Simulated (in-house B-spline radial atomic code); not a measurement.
Configurations of Tm5+, with energies counted from [Kr] 4d10 4f11 5s2 5p5. Computed with a B-spline radial code for spherical atoms: scalar-relativistic (X2C) r2SCAN0, spin-polarised, spherical fractional occupations, exact exchange averaged over the configuration, Fermi nucleus of rms radius 5.2256 fm. Shells without spins written out take the highest spin.

Occupations are held fixed; configurations that lie above the ionisation limit could autoionise.

```csv
configuration,E - E(ref) (eV),highest orbital,its <r> (bohr)
[Kr] 4d10 4f12 5s2 5p4,17.295,4f down,0.7189
[Kr] 4d10 4f11 5s2 5p4 5d1,34.046,5d up,1.687
[Kr] 4d10 4f10 5s2 5p5 6p1,40.222,6p up,2.823
[Kr] 4d10 4f10 5s2 5p5 5f1,51.488,5f up,2.84
[Kr] 4d9 4f12 5s2 5p5,175.38,4f down,0.6991
[Kr] 4d9 4f11 5s2 5p5 6p1,216.34,6p up,2.82
```

Order these further configurations by energy, lowest first.
A. [Kr] 4d9 4f11 5s2 5p5 6s1
B. [Kr] 4d10 4f11 5s2 5p4 6p1
C. [Kr] 4d10 4f10 5s2 5p5 6d1
D. [Kr] 4d9 4f11 5s2 5p6
E. [Xe] 4f10

E (-14.921 eV), C (51.632 eV), B (52.521 eV), D (160.86 eV), A (207.55 eV).

How far above the reference does [Kr] 4d10 4f10 5s2 5p5 6s1 lie?

31.432 eV; its least bound orbital is 6s up with <r> = 2.466 bohr.

Is the reference the lowest configuration at this level of theory?

No: [Xe] 4f10 lies 14.92 eV lower with this functional.
